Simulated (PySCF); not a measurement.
Species: C₅H₁₄NSi (doublet state).
Cartesian coordinates in Å at the GFN2-xTB level; atoms count from 1:
```
atom  x, y, z in Å
C1    -0.272   -0.047    1.466
C2    -0.773   -0.102    0.084
C3    -2.010   -1.022    0.004
C4    -1.136    1.292   -0.429
C5     0.317   -0.741   -0.841
N6     1.518    0.026   -0.981
Si7    2.604    0.294    0.327
H8    -0.301    0.862    2.033
H9    -0.020   -0.956    1.976
H10   -2.805   -0.636    0.639
H11   -1.759   -2.027    0.335
H12   -2.377   -1.075   -1.019
H13   -1.449    1.250   -1.470
H14   -0.281    1.960   -0.347
H15   -1.952    1.708    0.158
H16    0.588   -1.711   -0.417
H17   -0.122   -0.907   -1.830
H18    1.403    0.786   -1.635
H19    2.825   -1.012    0.941
H20    3.801    0.807   -0.345
H21    2.195    1.268    1.350
```

The hyperfine couplings belong to this conformer and change with its torsions.

As a line formula: `[CH2]C(C)(C)CN[SiH3]` [radical].

Theory: UKS B3LYP, pcH-1 on C H N Si, non-relativistic, mean-field spin-orbit, GIAO (PySCF 2.14.0). Geometry: GFN2-xTB, one conformer, isolated molecule. A GFN2-xTB geometry isn't a minimum of the functional, and hyperfine couplings can be far from their values at a DFT geometry. The SCF solution wasn't tested for stability.

What is the g tensor, term by term?

| Δg (ppm) | 1 | 2 | 3 |
| --- | --- | --- | --- |
| relativistic mass correction | -143 | -143 | -143 |
| gauge correction | 10 | 38 | 34 |
| orbital Zeeman/spin–orbit | -60 | 510 | 806 |
| total | -193 | 406 | 697 |

So g = 2.00213, 2.00273, 2.00302 and g_iso = 2.00262; the tensor is rhombic: the two nearest values differ by 33 % of g3 − g1. Axes: g3 points within 9° of the C1–H9 bond.

What are the electron Larmor frequencies g μB B/h along the three axes at 1200 mT?

33.6267, 33.6368, 33.6417 GHz for g1, g2 and g3, a range of 15.0 MHz.

At 9.524 GHz, how far is the centre of the isotropic spectrum from where a free electron (g = 2.002319) resonates?

B = hν/(g μB) with μB/h = 13.99624 MHz/mT gives 339.84 mT for the free electron and 339.79 mT at g_iso, 0.05 mT lower.

What effective moment and Curie constant follow for a powder?

With the mean of g² = 4.0105 and S(S+1) = 0.75: μ_eff = √(⟨g²⟩S(S+1)) = 1.734 μB and χT = 0.12505·⟨g²⟩·S(S+1) = 0.376 cm³ K/mol (cgs; spin-Hamiltonian part alone).

In a frozen sample, at which fields do the three g values resonate at 9.5, 34, 94 and 263 GHz (hyperfine left aside), and which band first spreads them over more than twice a line width of 1.0 mT?

| band | GHz | B(g3) mT | B(g2) mT | B(g1) mT | spread mT |
| --- | --- | --- | --- | --- | --- |
| X | 9.5 | 338.87 | 338.91 | 339.02 | 0.15 |
| Q | 34.0 | 1212.78 | 1212.96 | 1213.32 | 0.54 |
| W | 94.0 | 3352.99 | 3353.47 | 3354.48 | 1.49 |
| J | 263.0 | 9381.23 | 9382.59 | 9385.40 | 4.17 |

The spread grows in proportion to the frequency. J band is the first where it exceeds 2.0 mT.

Largest spin populations (Mulliken): C1 (+1.05) and C2 (-0.08). C1 is the only atom above +0.15. The positive populations add up to 1.17 and the negative ones to -0.17, together 2S = 1. The angles at C1 add up to 359.3°, so it is planar; its axial dipolar tensor and the negative couplings of its protons fit spin in a p orbital normal to that plane.

The HOMO–LUMO gaps are 6.23 eV among the α and 4.53 eV among the β orbitals.

The run took 3.3 min wall (grids of density and orbitals included) on one thread of an AMD EPYC, on a shared host, and the process peaked at 1.1 GiB of memory.
